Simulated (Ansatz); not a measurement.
LaN₃H₆⁺, that is La(NH2)3 with one electron fewer. The state is a doublet with charge 1. Geometry r2SCAN-D4/def2-SVP; atoms count from 1.

Cartesian coordinates in Å:
```
La 0.004 -0.006 0.010
N 0.165 -1.988 -1.238
H 0.980 -2.341 -1.753
H -0.566 -2.692 -1.395
N -2.015 0.553 1.070
H -2.217 1.387 1.634
H -2.892 0.020 1.070
N 1.852 1.432 0.173
H 2.781 1.310 -0.246
H 1.909 2.326 0.675
```

In the def2 sets La takes a core potential; there is no spin–orbit coupling. No other spin state of charge 1 was run.

Question: Estimate the Mulliken populations from the PBE0/def2-TZVP orbitals of Ansatz.

Answer: 
| atom | charge (e) | spin (α − β) | d electrons |
| --- | --- | --- | --- |
| La1 | 1.55 | -0.19 | 1.17 |
| N2 | -0.73 | 0.42 | – |
| H3 | 0.28 | -0.01 | – |
| H4 | 0.28 | -0.01 | – |
| N5 | -0.73 | 0.42 | – |
| H6 | 0.28 | -0.01 | – |
| H7 | 0.28 | -0.01 | – |
| N8 | -0.73 | 0.42 | – |
| H9 | 0.28 | -0.01 | – |
| H10 | 0.28 | -0.01 | – |
Mulliken values and Mayer orders depend strongly on the basis.

Question: Where does the spin sit?

Answer: Summed by element: La -0.19, N 1.27, H -0.08, of 1 unpaired in all. Largest on single atoms: N2 0.42, N5 0.42, N8 0.42.

Question: And the Mayer bond orders between bonded heavy atoms (over 0.3)?

Answer: La1–N2 0.79 (2.35 Å); La1–N5 0.79 (2.35 Å); La1–N8 0.79 (2.35 Å).
